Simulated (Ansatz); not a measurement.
Ansatz (an electronic-structure program) input (PBE0/def2-TZVPD):

Ansatz 0.2 input:
```yaml
crystal:
  periodic: [false, false, false]
  atoms:
    - {symbol: Ta, position_ang: [-0.26277704, -0.04166657, 0.23187318]}
    - {symbol: O, position_ang: [-1.12727276, -1.26341427, -0.55130930]}
    - {symbol: Cl, position_ang: [-0.13950968, 1.63273643, -1.24231322]}
    - {symbol: Cl, position_ang: [1.79838650, -0.85926738, 0.50606217]}
basis:
  gaussian:
    orbitals: def2-TZVPD
hamiltonian:
  xc: {name: PBE0}
total_charge: 1
output: {forces: true}
```

Output:

```
Functional definition: PBE0
integrals: 0.11 GiB planned
1235 factors; their error is unknown
mean field: 0.93 GiB planned
mean field evaluation 1: about -28612.3752 eV, gradient 1.0e2 eV
mean field evaluation 2: about -28371.5289 eV, gradient 2.8e2 eV
mean field evaluation 4: about -28630.1686 eV, gradient 1.9e1 eV
mean field evaluation 8: about -28630.9380 eV, gradient 4.0e-1 eV
mean field evaluation 16: about -28631.0134 eV, gradient 1.4e-4 eV
mean field -28631.01341603 eV, -1052.1703362412 hartree, gradient 1.7e-5 eV, S^2 0.000000; 0 other end points of the search recorded, 0 dependent functions left out
the calculation of the forces begins
reference -28631.01346015 eV, -1052.1703378624 hartree; 27, 27 occupied and 148, 148 virtual orbitals, 1235 factors
Total energy: -28631.01346015 eV, -1052.1703378624 hartree
Atom 0 at    -0.262777    -0.041667     0.231873 Å, force     0.005582    -0.390958    -0.563429 eV/Å
Atom 1 at    -1.127273    -1.263414    -0.551309 Å, force     0.390234     0.548546     0.349321 eV/Å
Atom 2 at    -0.139510     1.632736    -1.242313 Å, force    -0.030961    -0.293477     0.257674 eV/Å
Atom 3 at     1.798387    -0.859267     0.506062 Å, force    -0.364855     0.135889    -0.043566 eV/Å
Dipole moment:    -0.158772     0.410553     0.761155 e Å
```
